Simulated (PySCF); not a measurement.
PySCF 2.14 output of a UHF calculation on a single atom or ion in pcseg-2, with the non-relativistic Hamiltonian (point nucleus):

```
SCF conv_tol = 1e-09
number electrons alpha = 6  beta = 5
cycle= 1 E= -199.361242114164  delta_E= -2.9e-12  |g|= 5.46e-07  |ddm|= 5.98e-06
converged SCF energy = -199.361242114164  <S^2> = 0.75006173  2S+1 = 2.0000617
```

The run itself started from symmetry-adapted Hartree-Fock orbitals and held the occupation by maximum overlap, so the iterations belong to that start.

Q: Which element, charge and spin multiplicity is this?

A: Mg⁺ (magnesium, charge +1), multiplicity 2; the state was [Ne] 3s1, 2S determinant.
